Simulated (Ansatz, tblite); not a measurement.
Forces on Ta2O2⁺ at its PBE0-D4/def2-TZVP geometry. Total charge 1; doublet.

In the def2 sets Ta takes a core potential; there is no spin–orbit coupling. The xTB rows come from tblite. The structure comes from a short search, and lower isomers may exist.

GFN1-xTB (tblite), largest force 10.73 eV/Å:

```xyz
4
positions Å, forces eV/Å
Ta   -0.041   -0.422    1.149    0.451   -5.517    9.194
Ta   -0.180    0.882   -0.831   -0.805    6.258   -8.682
O     1.381    0.230    0.054    0.262   -0.339   -0.242
O    -1.161   -0.690   -0.373    0.092   -0.401   -0.270
```

GFN2-xTB (tblite), largest force 11.55 eV/Å:

```
Ta 0.768 -6.532 9.497
Ta -0.586 6.152 -9.760
O 0.670 0.466 0.259
O -0.852 -0.086 0.004
```

PBE-D4/def2-TZVP (Ansatz), largest force 1.01 eV/Å:

```
Ta -0.088 -0.213 0.982
Ta -0.197 0.808 -0.569
O 0.725 -0.086 -0.108
O -0.440 -0.508 -0.304
```
